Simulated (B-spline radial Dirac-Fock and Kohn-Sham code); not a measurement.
# Binding energies of Sb²⁶⁺ at several levels of theory

System: the Sb²⁶⁺ ion, 1s2 2s2 2p6 3s2 3p6 3d7.

The density-functional columns are spherical, spin-unpolarised Dirac-Kohn-Sham results without Breit or QED terms: −ε is minus the orbital energy of the initial state and ΔSCF the difference of two total energies. The reference in the last column comes from Dirac-Fock ΔSCF + Breit + QED. All numbers are from an atomic code on a B-spline grid, in eV; a selection of levels is shown. The Kohn-Sham columns are given as differences from the reference. For the 1s level of heavy atoms much of the gap between ΔSCF and the reference is the Breit and QED part, -102.8 eV here; for other levels the error of the functional can be larger.

```
level  LDA −ε − DF  LDA ΔSCF − DF  Dirac-Fock
   1s       -274.1          +93.8     31520.0
   2s       -128.2          -46.1      5706.7
2p1/2        -99.3           -1.3      5389.7
2p3/2       -102.0           -8.9      5139.2
   3s        -61.0          -25.8      1839.1
3p1/2        -46.8          -10.4      1709.9
3p3/2        -46.8          -11.3      1658.0
   3d        -37.8           +1.4      1446.7
```

Values without a named source are computed, but for edge energies of neutral atoms, which are taken from tables.
